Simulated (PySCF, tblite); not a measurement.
Calculations on `FC(F)(F)C[NH+]1[BH2-][NH2+][BH2-]1`, in the order of a workflow; each names the level of the geometry that it ran on. Settings lines and outputs come from a driver script.

Compound: C₂H₉B₂F₃N₂.
Bonds: F1–C2, C2–F3, C2–F4, C2–C5, C5–N6, N6–B7, B7–N8, N8–B9, N6–B9. Hydrogens: H10, H11 on C5; H12 on N6; H13, H14 on B7; H15, H16 on N8; H17, H18 on B9.

Step 1: GFN2-xTB geometry optimisation, gas phase (tblite 0.8.0) (from a force-field or distance-geometry start)
```json
{"job": {"kind": "relax", "xc": "GFN2-xTB", "basis": "xTB"}, "charge": 0, "multiplicity": 1}
```
```
step      E/eV     max force
  0    -855.94862    2.252
  1    -856.22433    1.095
  2    -856.35419    0.680
...
 89    -856.47062    0.016
 90    -856.47065    0.016
 91    -856.47068    0.018
 92    -856.47071    0.011
 93    -856.47073    0.009
```

Energy lowered by 12.0 kcal/mol over 93 steps; largest atomic force 0.009 eV/Å at the end. «max force» is the largest atomic force in eV/Å.

The run took 0.58 s on an Arm Neoverse V1 with one thread, no GPU (shared host).

Step 2: GFN2-xTB harmonic vibrations, gas phase (tblite 0.8.0) (on the GFN2-xTB geometry)
```json
{"job": {"kind": "ir", "xc": "GFN2-xTB", "basis": "xTB"}, "charge": 0, "multiplicity": 1}
```
```
(table of modes left out)
```

48 modes from 38 to 3452 cm⁻¹ (unscaled, harmonic); zero-point energy 83.2 kcal/mol; all wavenumbers are real at this level.

On one thread, Arm Neoverse V1 (aarch64), shared host with 32 logical CPUs at a one-minute load of 30, this took 0.58 s.

Step 3: PBE0-D3(BJ)/def2-SVP geometry optimisation, gas phase (PySCF 2.14.0) (from the GFN2-xTB geometry)
```json
{"job": {"xc": "PBE0", "basis": "def2-SVP", "d3": "d3bj", "grid": 1, "shake": 0.01, "kind": "geom"}, "charge": 0, "multiplicity": 1}
```
```
step   0  E = -539.49543290  max force = 0.029292
step   1  E = -539.50043869  max force = 0.006385
step   2  E = -539.50067420  max force = 0.003165
step   3  E = -539.50070908  max force = 0.000816
step   4  E = -539.50071842  max force = 0.000724
step   5  E = -539.50071538  max force = 0.001256
step   6  E = -539.50071041  max force = 0.001334
step   7  E = -539.50071463  max force = 0.000545
step   8  E = -539.50071532  max force = 0.000560
step   9  E = -539.50071671  max force = 0.000283
optimisation converged
```

Final energy -539.50072 Eh after 9 steps; dipole 2.17 D. Energies in Eh; «max force» is the largest Cartesian gradient component in Eh/bohr.

On Arm Neoverse V1, one thread, no GPU, shared host with 32 logical CPUs at a one-minute load of 32, this took 2.4 min of wall time and 0.71 GiB of memory at its peak.

Step 4: TDDFT CAM-B3LYP/def2-SVPD, vertical, gas phase, core orbitals frozen in the response (PySCF 2.14.0, density-fitted response routines) (on the PBE0-D3(BJ)/def2-SVP geometry)
```json
{"job": {"kind": "uv", "xc": "CAM-B3LYP", "basis": "def2-SVPD", "ip": true}, "charge": 0, "multiplicity": 1}
```
```
...
Static polarisability (au): isotropic 72.697, principal 66.871 71.942 79.276
Singlet excitations
state   eV       nm        f      main configurations
  1   7.4250    167.0   0.00140   H->L 0.93
  2   7.7148    160.7   0.04525   H-1->L 0.92
  3   7.8786    157.4   0.00819   H->L+1 0.75, H->L+3 0.12
  4   8.1099    152.9   0.00150   H-2->L 0.82
  5   8.3019    149.3   0.01624   H-1->L+1 0.72, H-1->L+3 0.08
  6   8.6268    143.7   0.00440   H->L+3 0.48, H->L+4 0.36
  7   8.7039    142.4   0.00428   H-2->L+1 0.67
  8   8.8393    140.3   0.01158   H->L+2 0.74, H->L+4 0.09
  9   8.9569    138.4   0.02063   H-1->L+2 0.19, H->L+2 0.14, H-1->L+3 0.12
 10   9.0550    136.9   0.04771   H-1->L+3 0.39, H-1->L+4 0.24
Triplet excitations (Tamm-Dancoff, eV): 7.1757 7.5114 7.6467 7.8923
Vertical ionisation energy (delta-SCF) = 10.4630 eV
```

HOMO -9.68 eV, LUMO 0.69 eV; lowest singlet 7.42 eV; lowest triplet 7.18 eV (Tamm–Dancoff); mean polarisability 72.7 au.

Time: 6.9 min wall (with the writing of density and orbital grids); peak memory 1.3 GiB. Hardware: Arm Neoverse V1, one thread, shared host.

Geometry of the electronic-property runs (PBE0-D3(BJ)/def2-SVP):
```
atom  x, y, z in Å
F1    -3.6048    0.2689   -0.1905
C2    -2.4695   -0.0493    0.4319
F3    -2.3472    0.7377    1.4971
F4    -2.5868   -1.3101    0.8796
C5    -1.2999    0.0647   -0.5177
N6    -0.0559   -0.3623    0.0909
B7     1.2487   -0.3854   -0.8411
N8     2.1060    0.4481    0.2051
B9     0.7634    0.6366    1.0441
H10   -1.2122    1.1092   -0.8437
H11   -1.5388   -0.5508   -1.3994
H12   -0.2011   -1.2699    0.5303
H13    1.6679   -1.5157   -1.0164
H14    1.0492    0.2512   -1.8601
H15    2.8363   -0.0780    0.6768
H16    2.5141    1.3059   -0.1542
H17    0.3378    1.7709    0.9358
H18    0.8524    0.2239    2.1849
```

 (This holds for the electronic-property runs.)

One conformer stands for the species.
